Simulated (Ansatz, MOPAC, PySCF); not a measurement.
System: CH$_{4}$N (charge +1, singlet). SMILES: C=[NH2+]
Coordinates optimised at B3LYP-D3(BJ)/def2-TZVP (Ansatz, a program for electronic structure):
```
C
N 1 1.2713
H 2 1.0185 1 121.82
H 2 1.0185 3 116.36 1 -180.00
H 1 1.0846 2 119.73 3 -180.00
H 1 1.0846 5 120.53 2 180.00
```
Charge +1, spin multiplicity 1.

Unscaled harmonic wavenumbers (cm⁻¹) in rising order, each level at the stationary point that it reaches from this structure (no distance between atoms moves by over 0.3 Å); the order of modes can differ between levels, and a negative number is imaginary. B3LYP-D3(BJ)/def2-TZVP (PySCF, at the structure above): 942, 968, 1078, 1175, 1355, 1458, 1602, 1766, 3142, 3259, 3456, 3551.

AM1 (MOPAC): 908, 947, 1020, 1156, 1274, 1358, 1648, 1887, 3026, 3047, 3299, 3350. Zero-point energy 32.8 against 34.0 kcal/mol; where all levels lie over 400 cm⁻¹, the wavenumbers are on average 0.970 times those of B3LYP-D3(BJ)/def2-TZVP.

PM6 (MOPAC): 921, 928, 987, 1128, 1260, 1281, 1568, 1701, 2583, 2648, 2677, 2679. Zero-point energy 29.1 against 34.0 kcal/mol; where all levels lie over 400 cm⁻¹, the wavenumbers are on average 0.894 times those of B3LYP-D3(BJ)/def2-TZVP.

HF/3-21G (Ansatz): 1075, 1154, 1157, 1330, 1495, 1572, 1742, 1910, 3324, 3439, 3625, 3713. Zero-point energy 36.5 against 34.0 kcal/mol; where all levels lie over 400 cm⁻¹, the wavenumbers are on average 1.091 times those of B3LYP-D3(BJ)/def2-TZVP.
